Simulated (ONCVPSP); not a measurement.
# Ranking ONCV potentials for Ir

All share these settings but for the change named:

```json
{"Element": "Ir (Z = 77)", "Generator": "ONCVPSP 4.0.1", "Type": "optimised norm-conserving Vanderbilt (ONCV)", "Functional": "PW91", "Relativity": "fully relativistic", "Frozen core": "[Kr] 4d10 4f14", "Valence charge": "17", "Reference configuration": "5s2 5p6 5d7 6s1 (charge +1)", "Partial waves": "5s+6s: rc 1.55 bohr, ncon 4, nbas 8, qcut 6.1 1/bohr, 2 projectors; 5p: rc 1.70 bohr, ncon 3, nbas 6, qcut 6.7 1/bohr, 2 projectors, debl 3.4 Ha; 5d: rc 1.75 bohr, ncon 4, nbas 9, qcut 10 1/bohr, 2 projectors, debl 0.4 Ha", "Local potential": "polynomial inside 1.15 bohr (lpopt 3, dvloc0 6 Ha)", "Core correction": "Teter function, fcfact 4, rcfact 1.7"}
```

Open shells are filled in proportion to 2j + 1.

In the d channel the program set the typed energies aside and used -0.547, 0.250 Ha (j = l + 1/2; the other j can differ).

Test errors are all-electron minus pseudo excitation energies from the reference, over 5s2 5p6 5d7 6s2; 5s2 5p6 5d7 6s0; 5s2 5p6 5d6 6s0; 5s2 5p6 5d7 6s0 6p2. None of these files shows a bound ghost.

The base gives 17.9 meV.

Of 6 variants that were run, those that failed, showed a ghost or another fault, or gave nearly equal values are left out.

A variant can come out equal or close to the base, since the largest error may sit in a test that the change hardly touches while other tests move.

Task: Rank these variants by their largest absolute test error, smallest first.
A. p: qcut 8.6
B. functional PBE
C. scalar-relativistic
D. core correction Teter function, fcfact 4, rcfact 0.92

Result: D (2.5 meV), A (18.4 meV), B (26.4 meV), C (30.2 meV).
